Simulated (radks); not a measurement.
Question: Numerical settings for the rubidium ion Rb+, [Kr]. Calculated with a radial shooting solver on a logarithmic mesh with Libxc functionals: Dirac Kohn-Sham, LDA (Slater exchange, Perdew-Wang correlation), spin-unpolarised, spherical densities, finite nucleus; Fermi nuclear charge, rms radius 4.2036 fm. The defaults (mesh step 0.008 in ln r, mesh end at 40 bohr or more with all orbitals vanishing there, Anderson mixing 0.5 over 9 steps, residual threshold near 1e-9 with the energy settled to 1e-9 hartree or 1e-11 of itself, here a cap of 80 iterations) give E = -2977.7174 hartree and 4p3/2 at -21.496 eV in 14 iterations. Run on one thread of a shared host, so times are rough (Arm Neoverse N1): 0.12 s of CPU time, 0.12 s wall, 14 iterations on 2259 mesh points. One setting is changed at a time: mesh step in ln r 0.005; mesh step in ln r 0.08; mesh step in ln r 0.2; mesh end (bohr) 2; mesh end (bohr) 3; residual threshold 1e-16; residual threshold 1e-13; mixing 1.5; linear mixing, mixing 0.2; linear mixing, mixing 0.5; mixing history 2; iteration cap 3. Which runs fail to converge, and which converge to a wrong energy?

Answer: Not converged within the cap: mesh step in ln r 0.08; mesh step in ln r 0.2; residual threshold 1e-16; linear mixing, mixing 0.2; iteration cap 3. Settled on a wrong energy, with an occupied level pushed above zero by the early mesh end: mesh end (bohr) 2 (+7.81 hartree). Apart from these: settings that end as converged yet miss the energy by more than 1 mhartree: mesh end (bohr) 3 (+0.772 hartree).
